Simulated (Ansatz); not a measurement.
Computed with Ansatz on PBE0-D4/def2-TZVP structures; ΔE is electronic, products minus reactants. CCSD(T)/CBS adds triple-zeta CCSD(T) − MP2 to the extrapolated MP2 energy (def2 sets, frozen cores). For Mg outer-core shells are correlated without core-valence functions, which leaves a few kJ/mol of doubt a bond. One conformer a species, not always the lowest.

`[OH][Mg][Cl]` + `[SiH3]OB(S)Cl` → `[SH][Mg][Cl]` + `OB(Cl)O[SiH3]`  (redistribution)

`[OH][Mg][Cl]`:

```xyz
4

O    -0.843    0.440   -0.711
Mg    0.378   -0.184    0.375
Cl    1.875   -0.932    1.768
H    -1.410    0.676   -1.432
```

`[SiH3]OB(S)Cl`:

```xyz
9

Si    1.410    0.804   -0.305
O     0.549   -0.534    0.152
B    -0.729   -0.902    0.315
S    -2.088    0.246   -0.034
Cl   -1.062   -2.542    0.882
H     2.107    1.329    0.891
H     2.388    0.371   -1.328
H     0.496    1.832   -0.863
H    -3.072   -0.604    0.290
```

`[SH][Mg][Cl]`:

```xyz
4

S    -0.589    1.361    0.831
Mg   -0.228   -0.548   -0.356
Cl    0.089   -2.376   -1.495
H     0.728    1.563    1.020
```

`OB(Cl)O[SiH3]`:

Z-matrix (Å, degrees):
```
Si
O 1 1.659
H 1 1.483 2 110.0
H 1 1.483 2 110.0 3 -121.4
H 1 1.480 2 106.2 3 119.3
B 2 1.343 1 131.7 3 61.2
Cl 6 1.775 2 119.1 1 180.0
O 6 1.356 2 120.7 1 -0.0
H 8 0.960 6 113.7 2 180.0
```

| species | CCSD/def2-SVP energy (Eh) |
| --- | --- |
| `[OH][Mg][Cl]` | -734.77935 |
| `[SiH3]OB(S)Cl` | -1248.24755 |
| `[SH][Mg][Cl]` | -1057.33943 |
| `OB(Cl)O[SiH3]` | -925.72101 |

**Question.** Work out ΔE.

**Answer.** ΔE = (-1057.33943) + (-925.72101) − (-734.77935) − (-1248.24755) = -0.03354 Eh = -0.91 eV. CCSD(T)/CBS gives -0.80 eV.

Largest T1 diagnostic among the species: 0.012.

At CCSD(T), def2-SVP lies −0.10 eV from the extrapolated value and def2-TZVPP −0.05 eV. Leaving LDA and LC-ωPBE aside and taking each functional with its dispersion term where it has one, the values, not all of them listed here, spread over 0.15 eV, from B97M-V to BLYP-D4.
